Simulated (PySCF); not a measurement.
Species: C₈H₁₂ (charge +1 and doublet state).
SMILES: `C[C+]1[CH][C@@H]2CC[C@H]1C2`

Theory: PySCF, PBE0-D3(BJ)/def2-SVP geometry optimisation, gas phase.

Take the most abundant isotopes and a rigid rotor. 

(1) Give the principal moments of inertia and the rotational constants in cm⁻¹.

(2) What kind of rotor is it?

(3) Is it planar, by Δ = Ic − Ia − Ib?

(4) Give the other two planar moments, Paa and Pbb, and the rms extents of the mass along the axes.

(5) Give the coordinates in the principal-axis frame, origin at the centre of mass.

(6) Where do the levels up to J = 4 lie, in K?

(7) Which lines would a microwave search look for?

## Answers

(1) Ia = 143.38, Ib = 253.44, Ic = 274.78 u·Å²; 505379 MHz·u·Å²/I gives 3525, 1994 and 1839 MHz, that is A = 0.11757, B = 0.06651, C = 0.06135 cm⁻¹.

(2) An asymmetric top; Ray's κ = -0.816.

(3) Not planar: Δ = Ic − Ia − Ib = -122.05 u·Å². For a rigid frame Δ = −2 Σ m c², so Σ m c² = 61.02 u·Å² lies off the ab plane: 18.31 from hydrogen and 42.71 from heavier atoms. The atom farthest from that plane is 2.12 Å away.

(4) Paa = Σ m a² = (Ib + Ic − Ia)/2 = 192.42 and Pbb = Σ m b² = (Ia + Ic − Ib)/2 = 82.36 u·Å². With the mass M = 108.09 u, the rms extents √(P/M) along a, b and c are 1.33, 0.87, 0.75 Å.

(5) The sense of each axis is arbitrary; atoms in the order of the calculation.
```json
{"atom": "C1", "mass (u)": "12.000", "a (Å)": "2.519", "b (Å)": "-0.131", "c (Å)": "0.224"}
{"atom": "C2", "mass (u)": "12.000", "a (Å)": "1.100", "b (Å)": "0.110", "c (Å)": "-0.010"}
{"atom": "C3", "mass (u)": "12.000", "a (Å)": "0.329", "b (Å)": "1.226", "c (Å)": "0.430"}
{"atom": "C4", "mass (u)": "12.000", "a (Å)": "-1.054", "b (Å)": "1.015", "c (Å)": "-0.017"}
{"atom": "C5", "mass (u)": "12.000", "a (Å)": "-1.553", "b (Å)": "-0.153", "c (Å)": "0.919"}
{"atom": "C6", "mass (u)": "12.000", "a (Å)": "-0.724", "b (Å)": "-1.367", "c (Å)": "0.450"}
{"atom": "C7", "mass (u)": "12.000", "a (Å)": "0.152", "b (Å)": "-0.784", "c (Å)": "-0.715"}
{"atom": "C8", "mass (u)": "12.000", "a (Å)": "-0.824", "b (Å)": "0.238", "c (Å)": "-1.329"}
{"atom": "H9", "mass (u)": "1.008", "a (Å)": "2.965", "b (Å)": "0.543", "c (Å)": "0.965"}
{"atom": "H10", "mass (u)": "1.008", "a (Å)": "3.049", "b (Å)": "0.011", "c (Å)": "-0.741"}
{"atom": "H11", "mass (u)": "1.008", "a (Å)": "2.701", "b (Å)": "-1.187", "c (Å)": "0.485"}
{"atom": "H12", "mass (u)": "1.008", "a (Å)": "0.702", "b (Å)": "2.036", "c (Å)": "1.064"}
{"atom": "H13", "mass (u)": "1.008", "a (Å)": "-1.709", "b (Å)": "1.893", "c (Å)": "-0.017"}
{"atom": "H14", "mass (u)": "1.008", "a (Å)": "-2.630", "b (Å)": "-0.277", "c (Å)": "0.732"}
{"atom": "H15", "mass (u)": "1.008", "a (Å)": "-1.434", "b (Å)": "0.076", "c (Å)": "1.987"}
{"atom": "H16", "mass (u)": "1.008", "a (Å)": "-0.118", "b (Å)": "-1.816", "c (Å)": "1.249"}
{"atom": "H17", "mass (u)": "1.008", "a (Å)": "-1.350", "b (Å)": "-2.168", "c (Å)": "0.032"}
{"atom": "H18", "mass (u)": "1.008", "a (Å)": "0.606", "b (Å)": "-1.544", "c (Å)": "-1.362"}
{"atom": "H19", "mass (u)": "1.008", "a (Å)": "-0.374", "b (Å)": "0.849", "c (Å)": "-2.124"}
{"atom": "H20", "mass (u)": "1.008", "a (Å)": "-1.743", "b (Å)": "-0.232", "c (Å)": "-1.706"}
```

(6) Above 0(0,0), as E/k:
J = 1: 1(0,1) 0.184, 1(1,1) 0.257, 1(1,0) 0.265
J = 2: 2(0,2) 0.551, 2(1,2) 0.618, 2(1,1) 0.640, 2(2,1) 0.861, 2(2,0) 0.861
J = 3: 3(0,3) 1.101, 3(1,3) 1.158, 3(1,2) 1.203, 3(2,2) 1.413, 3(2,1) 1.415, 3(3,1) 1.799, 3(3,0) 1.799
J = 4: 4(0,4) 1.832, 4(1,4) 1.878, 4(1,3) 1.953, 4(2,3) 2.148, 4(2,2) 2.156, 4(3,2) 2.536, 4(3,1) 2.536, 4(4,1) 3.075, 4(4,0) 3.075
Those of J = 1 are B + C, A + C and A + B.

(7) The dipole components (about the centre of mass, as the species is charged) are |μa| = 1.76 D, |μb| = 0.67 D, |μc| = 0.35 D. The squared components, which scale the intensities, stand as 1.00 : 0.14 : 0.04 (a : b : c). Some lines, for components of 0.1 D or more:

| type | branch | J(Ka,Kc) | MHz | lower level (cm⁻¹) |
| --- | --- | --- | --- | --- |
| b | Q | 3(1,2) ← 3(0,3) | 2121 | 0.765 |
| b | Q | 4(2,3) ← 4(1,4) | 5617 | 1.306 |
| c | Q | 5(3,3) ← 5(2,3) | 7764 | 2.144 |
| c | Q | 4(3,2) ← 4(2,2) | 7913 | 1.498 |
| b | Q | 3(3,0) ← 3(2,1) | 7992 | 0.984 |
| b | R | 2(1,2) ← 1(0,1) | 9042 | 0.128 |
| b | Q | 5(4,2) ← 5(3,3) | 11229 | 2.403 |
| b | Q | 4(4,0) ← 4(3,1) | 11234 | 1.762 |
| a | R | 3(2,1) ← 2(2,0) | 11544 | 0.599 |
| a | R | 3(1,2) ← 2(1,1) | 11725 | 0.445 |
| c | R | 3(1,2) ← 2(0,2) | 13576 | 0.383 |
| a | R | 4(2,3) ← 3(2,2) | 15324 | 0.982 |
| a | R | 4(3,2) ← 3(3,1) | 15354 | 1.250 |
| b | R | 5(1,4) ← 4(2,3) | 15426 | 1.493 |
| a | R | 4(1,3) ← 3(1,2) | 15619 | 0.836 |
| b | R | 3(2,2) ← 2(1,1) | 16092 | 0.445 |
| b | R | 4(1,4) ← 3(0,3) | 16195 | 0.765 |
| c | R | 4(1,3) ← 3(0,3) | 17740 | 0.765 |
| b | R | 5(0,5) ← 4(1,4) | 17989 | 1.306 |
| a | R | 5(1,5) ← 4(1,4) | 18736 | 1.306 |
| a | R | 5(4,2) ← 4(4,1) | 19191 | 2.137 |
| a | R | 5(3,3) ← 4(3,2) | 19200 | 1.762 |
| b | R | 5(1,5) ← 4(0,4) | 19706 | 1.273 |
| c | R | 4(2,2) ← 3(1,2) | 19855 | 0.836 |
| b | R | 4(3,1) ← 3(2,2) | 23405 | 0.982 |
| b | R | 5(2,3) ← 4(1,4) | 25130 | 1.306 |
| c | R | 4(4,1) ← 3(3,1) | 26592 | 1.250 |

For this open shell read J as N, the rotation without spin; fine and hyperfine splittings come on top. PBE0-D3(BJ)/def2-SVP frequencies: not computed here. ⟨S²⟩ = 0.754 (exact for a doublet: 0.75). Constants of a rigid frame at the computed geometry: no zero-point averaging, no centrifugal distortion. A rigid rotor knows nothing of internal rotation, which can split or shift real lines.
